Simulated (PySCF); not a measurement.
# Basis and Hamiltonian dependence of the excitation energy of Cl²⁺

Cl²⁺ [Ne] 3s2 3p3 (4S) → Cl²⁺ [Ne] 3s1 3p3 3d1 (6D). Calculated with PySCF 2.14 from differences of total energies of unrestricted determinants, without spin-orbit coupling. Values in eV.

```csv
basis,Hamiltonian,functions,UHF,PBE,PBE0,MP2 (valence),CCSD(T) (valence)
aug-cc-pVDZ-DK,spin-free X2C,27,26.515,28.654,28.499,28.048,28.452
dyall-ae2z,non-relativistic,51,27.131,29.085,28.935,28.871,n/a
"aug-cc-pV(T+d)Z with one added diffuse shell each of s, p, d, f type",non-relativistic,71,23.910,26.015,25.870,25.715,26.112
aug-cc-pCVTZ-DK,spin-free X2C,75,24.196,26.309,26.163,26.022,26.411
aug-cc-pV(Q+d)Z,non-relativistic,89,23.843,n/a,n/a,25.740,26.090
dyall-acv3z,spin-free X2C,113,23.992,26.103,25.956,25.843,26.220
aug-cc-pwCVQZ,non-relativistic,134,23.723,25.835,25.688,25.641,n/a
```

Frozen in the all-electron rows: valence: [Ne].

At UHF, aug-cc-pVDZ-DK, dyall-ae2z lie more than 0.3 eV from the median of the rows with comparable relativity. Of these, dyall-ae2z has no diffuse functions of the l that the added or promoted electron needs.
